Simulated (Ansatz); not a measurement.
The cluster GeCl₄. The state is a singlet with charge 0. Geometry PBE-D4/def2-SVP, basis def2-TZVP, Ansatz.

```
atom   x (Å)   y (Å)   z (Å)
 Ge1   0.001   0.000   0.000
 Cl2  -1.199  -1.777   0.102
 Cl3   2.004  -0.453   0.623
 Cl4   0.026   0.732  -2.018
 Cl5  -0.831   1.497   1.294
```

| run | HOMO (eV) | LUMO (eV) |
| --- | --- | --- |
| A | -11.05 | -1.61 |
| B | -12.13 | -0.44 |
| C | -8.61 | -3.41 |
| D | -12.55 | -0.38 |
| E | -8.21 | -3.58 |
| F | -9.68 | -2.64 |

LC-ωPBE has ω = 0.4 bohr⁻¹. The structure comes from a short search, and lower isomers may exist.

Q: The runs used CAM-B3LYP, LC-ωPBE, PBE, PBE0, r2SCAN, ωB97X-V. Estimate which is which.

A: A CAM-B3LYP (range-separated); B ωB97X-V (range-separated); C r2SCAN (0 % exact exchange); D LC-ωPBE (range-separated); E PBE (0 % exact exchange); F PBE0 (25 % exact exchange). Exact exchange lowers occupied and raises empty levels; among semilocal functionals meta-GGAs tend to open the gap a little, and such runs are hard to tell apart. The gap grows from 4.63 eV (PBE) to 12.17 eV (LC-ωPBE).
